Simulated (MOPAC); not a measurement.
MOPAC input (AM1):

```
AM1 PRECISE GNORM=0.05 LET XYZ CHARGE=-1 GEO-OK AUX(PRECISION=9) THREADS=1
CH2NO

N    -1.15644893 1    0.10559007 1    0.10949204 1
C     0.14327585 1    0.27480002 1   -0.02643780 1
O     1.03921952 1   -0.59683604 1   -0.07594837 1
H    -1.57929984 1    1.03526068 1    0.10968394 1
H     0.50103112 1    1.35149704 1   -0.10991451 1
```

Output:

```
 *******************************************************************************
 **                                                                           **
 **                              MOPAC v23.2.5                                **
 **                                                                           **
 *******************************************************************************
 ** MOPAC's Digital Object Identifier: https://doi.org/10.5281/zenodo.6511958 **
 **                                                                           **
 ** Please cite the open-source release paper for use of this MOPAC version:  **
 ** J. E. Moussa and J. J. P. Stewart (2026)                                  **
 ** MOPAC: An open-source semiempirical molecular orbital program             **
 ** J. Open Source Softw., 11(119), 8025, https://doi.org/10.21105/joss.08025 **
 *******************************************************************************

                              AM1 CALCULATION RESULTS

 *******************************************************************************
 *  AM1        - The AM1 Hamiltonian to be used
 *  GEO-OK     - OVERRIDE INTERATOMIC DISTANCE AND OTHER SAFETY CHECKS
 *
 *
 *
 *                 CHARGE ON SYSTEM = -1
 *
 *
 *
 *  LET        - OVERRIDE SOME SAFETY CHECKS
 *  PRECISE    - TIGHTER CRITERIA TO BE USED
 *  XYZ        - CARTESIAN COORDINATE SYSTEM TO BE USED
 *  GNORM      - EXIT WHEN GRADIENT NORM DROPS BELOW 0.050
 *  AUX        - OUTPUT AUXILIARY INFORMATION
 *******************************************************************************
AM1 PRECISE GNORM=0.05 LET XYZ CHARGE=-1 GEO-OK AUX(PRECISION=9) THREADS=1
 CH2NO

   ATOM   CHEMICAL          X               Y               Z
  NUMBER   SYMBOL      (ANGSTROMS)     (ANGSTROMS)     (ANGSTROMS)

     1       N         -1.15644893  *   0.10559007  *   0.10949204  *
     2       C          0.14327585  *   0.27480002  *  -0.02643780  *
     3       O          1.03921952  *  -0.59683604  *  -0.07594837  *
     4       H         -1.57929984  *   1.03526068  *   0.10968394  *
     5       H          0.50103112  *   1.35149704  *  -0.10991451  *

          CARTESIAN COORDINATES

    NO.       ATOM           X           Y           Z

     1         N         -1.1564      0.1056      0.1095
     2         C          0.1433      0.2748     -0.0264
     3         O          1.0392     -0.5968     -0.0759
     4         H         -1.5793      1.0353      0.1097
     5         H          0.5010      1.3515     -0.1099

  H: (AM1): M.J.S. DEWAR ET AL, J. AM. CHEM. SOC. 107 3902-3909 (1985)
  C: (AM1): M.J.S. DEWAR ET AL, J. AM. CHEM. SOC. 107 3902-3909 (1985)
  N: (AM1): M.J.S. DEWAR ET AL, J. AM. CHEM. SOC. 107 3902-3909 (1985)
  O: (AM1): M.J.S. DEWAR ET AL, J. AM. CHEM. SOC. 107 3902-3909 (1985)

           Empirical Formula: C H2 N O  =     5 atoms

      MOLECULAR POINT GROUP   :   Cs

      RHF CALCULATION, NO. OF DOUBLY OCCUPIED LEVELS = 9

          Geometry optimization using EF

          DIAGONAL MATRIX USED AS START HESSIAN

 CYCLE:     1  GRAD.:    74.288 HEAT: -36.25219
 CYCLE:     2  GRAD.:   327.124 HEAT: -2.253453
 CYCLE:     3  GRAD.:    95.648 HEAT: -34.86354
 CYCLE:     4  GRAD.:   669.552 HEAT:  4.718224
 CYCLE:     5  GRAD.:   204.865 HEAT: -29.38740
 CYCLE:     6  GRAD.:   156.605 HEAT: -30.54495
 CYCLE:     7  GRAD.:   159.295 HEAT: -31.98492
 CYCLE:     8  GRAD.:   207.341 HEAT: -25.37710
 CYCLE:     9  GRAD.:    52.782 HEAT: -36.89973
 CYCLE:    10  GRAD.:    14.644 HEAT: -37.46737
 CYCLE:    11  GRAD.:     6.426 HEAT: -37.52390
 CYCLE:    12  GRAD.:     4.019 HEAT: -37.53504
 CYCLE:    13  GRAD.:     0.395 HEAT: -37.53813
 CYCLE:    14  GRAD.:     0.140 HEAT: -37.53819
 CYCLE:    15  GRAD.:     0.017 HEAT: -37.53821

     GRADIENT =  0.01713 IS LESS THAN CUTOFF =  0.05000

 -------------------------------------------------------------------------------
 AM1 PRECISE GNORM=0.05 LET XYZ CHARGE=-1 GEO-OK AUX(PRECISION=9) THREADS=1
 CH2NO

     GEOMETRY OPTIMISED USING EIGENVECTOR FOLLOWING (EF).
     SCF FIELD WAS ACHIEVED

                              AM1 CALCULATION
                                                       MOPAC v23.2.5 Linux

          FINAL HEAT OF FORMATION =        -37.53821 KCAL/MOL =    -157.05986 KJ/MOL

          COSMO AREA              =         74.31 SQUARE ANGSTROMS
          COSMO VOLUME            =         55.41 CUBIC ANGSTROMS

          GRADIENT NORM           =          0.01713          =       0.00766 PER ATOM
          IONIZATION POTENTIAL    =          2.937247 EV
          HOMO LUMO ENERGIES (EV) =         -2.937  8.509
          NO. OF FILLED LEVELS    =          9
          MOLECULAR WEIGHT        =         44.0329         POINT GROUP:  Cs

          MOLECULAR DIMENSIONS (Angstroms)

            Atom       Atom       Distance
            H     4    O     3     3.12728
            H     5    N     1     1.95334
            O     3    N     1     0.00000

          SCF CALCULATIONS        =         16

   ATOM   CHEMICAL          X               Y               Z
  NUMBER   SYMBOL      (ANGSTROMS)     (ANGSTROMS)     (ANGSTROMS)

     1       N         -1.15782761  *   0.11249414  *   0.10931949  *
     2       C          0.14439811  *   0.29307531  *  -0.02736581  *
     3       O          1.04378710  *  -0.61109903  *  -0.07576171  *
     4       H         -1.63531845  *   0.99048109  *   0.11721876  *
     5       H          0.54011686  *   1.36427833  *  -0.11434621  *

                             CARTESIAN COORDINATES

   1    N       -1.157827607     0.112494144     0.109319488
   2    C        0.144398111     0.293075313    -0.027365807
   3    O        1.043787104    -0.611099029    -0.075761712
   4    H       -1.635318451     0.990481086     0.117218760
   5    H        0.540116855     1.364278325    -0.114346215

           Empirical Formula: C H2 N O  =     5 atoms

      MOLECULAR POINT GROUP   :   Cs

                  EIGENVALUES
 -30.77847 -26.26697 -15.05221 -11.10556  -8.64247  -7.66417  -5.14344  -3.22043
  -2.93725   8.50865   9.68775  10.85668  13.41623  13.80540

              NET ATOMIC CHARGES AND DIPOLE CONTRIBUTIONS

  ATOM NO.   TYPE          CHARGE      No. of ELECS.   s-Pop       p-Pop
    1          N          -0.549720        5.5497     1.74090     3.80882
    2          C           0.171623        3.8284     1.23999     2.58839
    3          O          -0.586165        6.5862     1.91956     4.66661
    4          H           0.045093        0.9549     0.95491
    5          H          -0.080832        1.0808     1.08083
 DIPOLE           X         Y         Z       TOTAL
 POINT-CHG.    -0.205     1.098    -0.029     1.118
 HYBRID         0.229     1.404    -0.085     1.425
 SUM            0.024     2.502    -0.114     2.505

          ATOMIC ORBITAL ELECTRON POPULATIONS

     Atom    s        px        py        pz
    1  N   1.74090   1.04884   1.23590   1.52409
    2  C   1.23999   0.89078   0.88031   0.81729
    3  O   1.91956   1.48013   1.52973   1.65675
    4  H   0.95491
    5  H   1.08083

 **********************
 *                    *
 * JOB ENDED NORMALLY *
 *                    *
 **********************

 == MOPAC DONE ==
```

The dipole moment of an ion depends on the origin.
